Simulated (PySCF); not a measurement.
Be(NH2)(NMe2) (C2H8BeN2), SMILES C[N](C)[Be][NH2].

Coordinates come from a PBE0-D3(BJ)/def2-SVP optimisation. Other conformers were not sampled.

Level of theory: TDA-ωB97X/def2-SVPD (PySCF 2.14.0).

Vertical excitations. Isolated molecule, no solvent. State labels are in the subgroup C2v.

| state | symmetry | energy (eV) | λ (nm) | f | main pairs |
|---|---|---|---|---|---|
| S1 | B1 | 5.68 | 218 | 0.008 | HOMO→LUMO 50 %, HOMO→LUMO+3 43 % |
| S2 | B2 | 6.23 | 199 | 0.091 | HOMO−1→LUMO 93 % |
| S3 | A2 | 6.35 | 195 | 0.000 | HOMO→LUMO+2 60 %, HOMO→LUMO+5 27 %, HOMO→LUMO+7 11 % |
| S4 | A1 | 6.52 | 190 | 0.121 | HOMO→LUMO+1 87 % |
| S5 | B1 | 6.91 | 179 | 0.054 | HOMO→LUMO+3 45 %, HOMO→LUMO 30 %, HOMO→LUMO+4 16 %, HOMO→LUMO+8 7 % |
| S6 | A2 | 7.17 | 173 | 0.000 | HOMO−1→LUMO+1 62 %, HOMO−1→LUMO+6 33 % |
| S7 | A2 | 7.94 | 156 | 0.000 | HOMO→LUMO+2 36 %, HOMO→LUMO+7 31 %, HOMO→LUMO+5 24 % |
| S8 | B2 | 7.99 | 155 | 0.002 | HOMO−1→LUMO+3 70 %, HOMO−1→LUMO+4 21 % |
| S9 | B1 | 7.99 | 155 | 0.025 | HOMO→LUMO+4 51 %, HOMO→LUMO+8 39 % |
| S10 | A1 | 8.04 | 154 | 0.040 | HOMO−1→LUMO+2 87 % |
| T1 | B1 | 5.64 | 220 | 0 | HOMO→LUMO 51 %, HOMO→LUMO+3 39 % |
| T2 | A1 | 5.92 | 210 | 0 | HOMO→LUMO+1 65 %, HOMO→LUMO+6 31 % |
| T3 | B2 | 6.00 | 207 | 0 | HOMO−1→LUMO 91 % |
| T4 | A2 | 6.33 | 196 | 0 | HOMO→LUMO+2 58 %, HOMO→LUMO+5 29 %, HOMO→LUMO+7 11 % |
Triplets are in the Tamm–Dancoff approximation.
